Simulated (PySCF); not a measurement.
# What a mistake does to a calculation on BCGeH7N

These are calculations, not measurements. The program is PySCF 2.14.0, an open-source quantum chemistry code, run on an isolated molecule that a program drew, which may never have been made. The molecule is BCGeH7N (charge 0, doublet), drawn as the SMILES string `[BH2][GeH][CH2]N`.

Each row is a Hartree-Fock (HF) and frozen-core CCSD(T) single point in the cc-pVDZ basis, meant for a local HF minimum. Run 1 is clean. Each other run has one planted mistake out of seven kinds, and not every kind appears here: one electron removed, one electron added, multiplicity raised by two, geometry at a saddle point, minimal basis STO-3G, one bond length entered in bohr, all coordinates scaled. The reference is restricted for singlets and unrestricted otherwise, and also for a bond in bohr. Adding or removing an electron swaps singlet and doublet. Electrons count all cores. HOMO and LUMO are orbital energies over both spins, the gradient is its largest component, and the lowest frequency (negative if imaginary) is given only where the gradient is small. Bond lengths are over the 10 bonds as drawn. T1 is the CCSD diagnostic: over 0.02 (restricted) or 0.045 (unrestricted) a single reference is doubtful. Germanium has the cc-pVDZ-PP basis, with a core potential (ECP10MDF) in place of its 10 inner electrons, and its 3s, 3p and 3d shells are frozen in CCSD(T).

Geometry of the clean run:
```xyz
11
BCGeH7N, angstrom
B    -0.9680    0.5097   -0.1735
Ge    0.3240   -0.7737   -0.9870
C     0.3687   -2.7527   -0.7801
N     0.8143   -3.5146   -1.9386
H    -1.8791    0.0976    0.4863
H    -0.8371    1.6843   -0.3652
H     1.5230   -0.3086   -1.8262
H    -0.6297   -3.0864   -0.4923
H     1.0204   -2.9910    0.0631
H     1.7470   -3.2464   -2.2033
H     0.2308   -3.3281   -2.7363
```

| run | electrons | basis functions | <S^2> | HOMO (eV) | LUMO (eV) | gradient (hartree/bohr) | lowest frequency (cm^-1) | mean bond (Å) | longest bond (Å) | T1 | HF (hartree) | CCSD(T) (hartree) | mistake |
|---|---|---|---|---|---|---|---|---|---|---|---|---|---|
| 1 | 57 | 100 | 0.760 | -7.79 | 0.67 | 3.6e-05 | 39 | 1.3567 | 1.995 | 0.0138 | -414.39366 | -414.94791 | no fault |
| 2 | 57 | 100 | 3.803 | -5.03 | -2.03 | 6.8e-02 | - | 1.3567 | 1.995 | 0.0262 | -414.22050 | -414.77979 | multiplicity raised by two |
| 3 | 57 | 100 | 1.603 | -7.90 | 0.50 | 1.5e-02 | - | 1.4462 | 1.995 | 0.0501 | -414.27452 | -414.81557 | one bond length entered in bohr |
| 4 | 56 | 100 | 0.000 | -14.68 | -6.35 | 3.6e-02 | - | 1.3567 | 1.995 | 0.0189 | -414.13427 | -414.66933 | one electron removed |
| 5 | 58 | 100 | 0.000 | -0.74 | 8.03 | 2.8e-02 | - | 1.3567 | 1.995 | 0.0155 | -414.39358 | -414.98816 | ? |

**Which mistake was planted in run 5, and what did it cost?**

It counts 58 electrons, one more than the clean run, at the same geometry and basis. So the mistake is: one electron added. Subtracting run 1 and multiplying by 627.51 kcal/mol a hartree, the energy moved by 0.1 kcal/mol in HF and -25.3 kcal/mol in CCSD(T).

Cautions from the logs. Run 3: T1 is over the limit, so its CCSD(T) energy is less reliable.
